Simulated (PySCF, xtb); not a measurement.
BH₂, SMILES [BH2] (connectivity only; charge and spin as stated), charge +1, multiplicity 1.

Harmonic wavenumbers (cm⁻¹) from GFN2-xTB (xtb) at its own minimum, in rising order: 384, 384, 2468, 2629.

What does PBE0-D3(BJ)/def2-TZVPD in PySCF give at its own minimum? (An estimate is asked for; the answer gives what the named calculation found.)

993, 993, 2657, 2948. Paired by order, the mean absolute difference is 432 cm⁻¹ and the zero-point energies are 8.4 and 10.9 kcal/mol.
